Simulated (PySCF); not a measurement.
Se(Et)(OMe) (C₃H₈OSe), SMILES CC[Se]OC. Atoms are numbered in the order given.

```xyz
13

Se    -0.1668    -0.0215     0.8309
C     -0.0044    -1.6266    -0.2807
C     -0.4770    -1.4502    -1.7166
H     -0.6034    -2.3751     0.2662
H      1.0485    -1.9423    -0.2336
H      0.1235    -0.6809    -2.2244
H     -1.5351    -1.1499    -1.7566
H     -0.3590    -2.3930    -2.2771
O      0.9521     1.0404    -0.1614
C      0.3018     2.0625    -0.9036
H     -0.2028     2.7964    -0.2501
H      1.0990     2.5779    -1.4625
H     -0.4387     1.6593    -1.6170
```

Coordinates come from a TPSSh-D3(BJ)/def2-SVP optimisation. Other conformers were not sampled.

Computed with ωB97X/def2-TZVP (PySCF).

Atomic charges (e):

```tsv
atom	meta-Löwdin	Mulliken
Se1	0.36	0.21
C2	-0.28	-0.27
C3	-0.32	-0.36
H4	0.12	0.12
H5	0.12	0.14
H6	0.11	0.13
H7	0.11	0.12
H8	0.11	0.12
O9	-0.55	-0.40
C10	-0.11	-0.17
H11	0.10	0.12
H12	0.12	0.12
H13	0.10	0.10
```

Task: Give the Mayer and Wiberg (Löwdin basis) orders of the bonds. (The exact figures need the calculation; the answer reports its results.)

Result: 
```csv
bond,Mayer,Wiberg
Se1–C2,1.06,1.40
C2–C3,0.96,1.34
C2–H4,0.95,0.87
C2–H5,0.97,0.88
C3–H6,0.98,0.90
C3–H7,0.97,0.91
C3–H8,0.97,0.90
Se1–O9,0.93,1.35
O9–C10,0.95,1.59
C10–H11,0.98,0.95
C10–H12,0.97,0.93
C10–H13,0.97,0.94
```
